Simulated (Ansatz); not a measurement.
Cost and result for the atomization energy of C2H10Si2 (`CC[SiH2][SiH3]`) (14 atoms, 13 bonds).

```xyz
14

C    -1.128    1.453   -0.368
C    -1.358   -0.047   -0.210
Si    0.179   -1.087   -0.531
Si    1.921   -0.539    0.936
H    -0.772    1.698   -1.372
H    -0.381    1.821    0.339
H    -2.048    2.019   -0.198
H    -1.720   -0.275    0.798
H    -2.140   -0.388   -0.897
H     0.651   -0.873   -1.930
H    -0.136   -2.536   -0.376
H     1.485   -0.720    2.349
H     2.342    0.879    0.765
H     3.106   -1.407    0.697
```

Total charge 0; spin multiplicity 1. Geometry: relaxed with PBE0-D4/def2-TZVP. It is one conformer, not always the lowest. Program: Ansatz. All runs use 4 threads of a server CPU on a shared host. Times are those of one run each, without the atoms' runs, and a repeat can differ threefold. Electronic energies, without spin–orbit coupling; frozen cores. CCSD(T)/CBS adds CCSD(T) − MP2 in def2-TZVPP to the MP2 limit, and its time is that of the two runs behind it. T1 = 0.011. B3LYP takes the VWN-RPA correlation (the form of Gaussian; ORCA's B3LYP/G).

CCSD(T)/CBS is a level of theory with its own doubt, some kJ/mol a heavy atom from the limit and from the frozen cores, so smaller differences don't rank the functionals.

```csv
level,functions,wall time,atomization (kcal/mol),difference from CCSD(T)/CBS,per bond
LDA (SPW92)/def2-TZVPP,286,2.2 s,1254.5,122.3,9.4
revPBE-D4/def2-TZVPP,286,2.6 s,1115.1,-17.1,-1.3
PBE-D4/def2-TZVPP (with forces),286,3.2 s,1131.6,-0.6,0.0
BHLYP-D4/def2-TZVPP,286,3.9 s,1118.3,-13.9,-1.1
PBE0-D4/def2-TZVPP,286,4.5 s,1127.6,-4.6,-0.4
CCSD(T)/def2-SVP,114,4.7 s,1075.4,-56.8,-4.4
B3LYP-D4/def2-TZVPP (with forces),286,7 s,1132.3,0.1,0.0
r2SCANh-D4/def2-TZVPP,286,7 s,1129.3,-2.9,-0.2
PBE-QIDH/def2-TZVPP,286,7.5 s,1123.1,-9.1,-0.7
ωB97X-V/def2-TZVPP,286,10 s,1137.5,5.3,0.4
MP2/def2-QZVPP,554,45 s,1117.4,-14.8,-1.1
CCSD(T)/def2-TZVPP,286,3.1 min,1107.7,-24.5,-1.9
CCSD(T)/CBS(def2),–,3.9 min,1132.2,0.0,0.0
```

From PBE to PBE0 (25 % exact exchange), in def2-TZVPP and without D4, the atomization energy moves by −3.0 kcal/mol: exact exchange takes away binding that semilocal exchange gives to molecules. The D4 term adds +10.8 kcal/mol with B3LYP and +5.8 kcal/mol with PBE0; it sums over pairs of atoms, weighted by their polarisabilities, and B3LYP, whose exchange is more repulsive, gets the larger term. In def2-TZVPP, CCSD(T) changes the Hartree–Fock value by +237.9 kcal/mol (the triples alone add +9.9 kcal/mol) and MP2 by +233.1 kcal/mol; breaking electron pairs costs correlation energy, which Hartree–Fock lacks.
